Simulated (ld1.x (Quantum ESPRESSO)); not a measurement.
**Os: variants of one PAW potential**

Base potential:

- Element: Os
- Generator: ld1.x (Quantum ESPRESSO) 7.5
- Type: PAW
- Functional: LDA (PZ)
- Relativity: scalar-relativistic
- Frozen core: [Kr] 4d10 4f14
- Valence charge: 16
- Reference configuration: 5s2 5p6 5d6 6s1 6p0 (charge +1)
- Partial waves: 5s (bound): rcut 1.30, rcutus 1.50 bohr; 6s (bound): rcut 1.30, rcutus 1.50 bohr; 5p (bound): rcut 1.65, rcutus 1.90 bohr; 6p (bound, empty): rcut 1.65, rcutus 1.90 bohr; 5d (bound): rcut 1.25, rcutus 1.45 bohr; 5d channel at -0.75 Ry: rcut 1.25, rcutus 1.45 bohr
- Local potential: all-electron potential smoothed inside 1.80 bohr (lloc = -1)
- Core correction: Bessel-smoothed model core, default radius (core density twice the valence density)
- Augmentation charge: PSQ, inside the norm-conserving radii

Cutoffs, loose and tight: the cutoffs (Ry, on a coarse ladder) from which the occupation-weighted sum of valence levels, in a spherical-Bessel basis at the reference potential, stays within 10 and 1 mRy of its value at 400 Ry. They do not see the model core or the augmentation charge, which bear on the density cutoff. Test errors are all-electron minus pseudo excitation energies from the reference, over the configurations 5s2 5p6 5d6 6s2 6p0; 5s2 5p6 5d6 6s0 6p0; 5s2 5p6 5d5 6s0 6p0; 5s2 5p6 5d6 6s1.5 6p0; 5s2 5p6 5d6 6s1 6p1; 5s1 5p6 5d6 6s2 6p0; 5s2 5p6 5d6 6s0 6p2 (two spin-polarised tests are not counted in the largest error). A dash means not determined; rows that change the core or the reference have their own tests.

Cutoffs are not given where the Bessel-basis levels miss the radial ones by over 6 mRy, ghosts where they miss by over 20 mRy; a channel whose overlap is not positive is not tested.

A file whose overlap is not positive is unfit for use, and its test errors describe a broken file.

| change | outcome | cutoff, loose | cutoff, tight | bound ghosts | largest test error (meV) |
| --- | --- | --- | --- | --- | --- |
| base | generated, overlap not positive | – | – | not determined (overlap not positive) | -298 |
| local potential all-electron potential smoothed inside 0.74 bohr (lloc = -1) | generated, overlap not positive | – | – | not determined (overlap not positive) | -267 |
| local potential all-electron potential smoothed inside 0.88 bohr (lloc = -1) | generated, overlap not positive | – | – | not determined (overlap not positive) | -463 |
| local potential all-electron potential smoothed inside 1.12 bohr (lloc = -1) | generated, overlap not positive | – | – | not determined (overlap not positive) | -5.8 |
| local potential all-electron potential smoothed inside 1.22 bohr (lloc = -1) | generated, overlap not positive | – | – | not determined (overlap not positive) | -61 |
| local potential all-electron potential smoothed inside 1.38 bohr (lloc = -1) | generated, overlap not positive | – | – | not determined (overlap not positive) | -98 |
| local potential all-electron potential smoothed inside 1.54 bohr (lloc = -1) | generated, overlap not positive | – | – | not determined (overlap not positive) | -76 |
| local potential all-electron potential smoothed inside 2.06 bohr (lloc = -1) | generated, overlap not positive | – | – | not determined (overlap not positive) | -158 |

(1) What comes out with this change to the base: local potential all-electron potential smoothed inside 1.92 bohr (lloc = -1)?

(2) What comes out with this change to the base: local potential all-electron potential smoothed inside 1.70 bohr (lloc = -1)?

(3) What comes out with this change to the base: local potential all-electron potential smoothed inside 2.16 bohr (lloc = -1)?

Answers

(1) outcome: generated, overlap not positive; bound ghosts: not determined (overlap not positive); largest test error (meV): -177. A file whose overlap is not positive is unfit for use, and its test errors describe a broken file.

(2) outcome: generated, overlap not positive; bound ghosts: not determined (overlap not positive); largest test error (meV): -112. A file whose overlap is not positive is unfit for use, and its test errors describe a broken file.

(3) outcome: generated; cutoff, loose: 50 Ry; cutoff, tight: 80 Ry; bound ghosts: none; largest test error (meV): -171.
